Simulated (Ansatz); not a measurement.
## Ansatz (development build ahead of 0.2.0) run

```yaml
crystal:
  periodic: [false, false, false]
  atoms:
    - { symbol: Li, position_ang: [0.0, 0.0, 0.0] }
basis:
  gaussian: { orbitals: def2-SVP }
magnetization:
  initial_magnetization: 1
hamiltonian:
  xc: r2scan
```

The input is written out in the form of the current development build from the run's settings.

Output:

* Converged: yes
* Total energy: -7.47166 hartree
* Spin squared of the determinant: 0.750
